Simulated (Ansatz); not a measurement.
**Calibrating r2SCAN-D4/def2-TZVPP on molecular compounds of Cd**

The vertical ionisation energy (cation less neutral) in eV of 7 molecular compounds of Cd: x at r2SCAN-D4/def2-TZVPP, y at CCSD(T)/def2-TZVPP. Shapes, held fixed at every level: PBE0-D4/def2-TZVP. Programs: Ansatz 0.2.0.

| molecule | x (eV) | y (eV) |
| --- | --- | --- |
| C3H9CdNS (SMILES C[S][Cd][N](C)C) | 7.27 | 7.48 |
| CdSi2H6O2 (SMILES [SiH3][O][Cd][O][SiH3]) | 9.47 | 10.64 |
| Cd(NH2)F | 9.70 | 9.78 |
| Cd(OH)2 | 10.03 | ? |
| Cd(OH)F | 10.76 | 11.03 |
| CdCl2 (SMILES [Cl][Cd][Cl]) | 10.80 | 11.40 |
| CdF2 (SMILES [F][Cd][F]) | 12.23 | 13.18 |

Q: Fit y = c + s·x to the known rows and predict y for Cd(OH)2.

A: 
1. Means of the 6 rows: x = 10.0383, y = 10.585.
2. Σ(Δx)² = 14.005, Σ(Δx·Δy) = 15.466, so the slope is 15.466/14.005 = 1.1043.
3. Intercept: 10.585 − (1.1043) × 10.0383 = -0.500. The largest residual of the fit is 0.68.
4. Cd(OH)2: -0.500 + 1.1043 × 10.03 = 10.58 eV.

CCSD(T)/def2-TZVPP gives 10.62 eV, so the prediction is off by -0.04 eV, within the largest residual. Uncorrected, r2SCAN-D4/def2-TZVPP misses Cd(OH)2 by -0.59 eV, and the other rows by 0.55 on average. The line removes about 90 % of this miss, partly by chance. Left out in turn, the other rows are missed by 0.39 eV on average. Cations run unrestricted. For atoms past krypton def2 sets carry core potentials with scalar relativity. Outer-core shells of Cd are correlated, in sets that cover them unevenly.
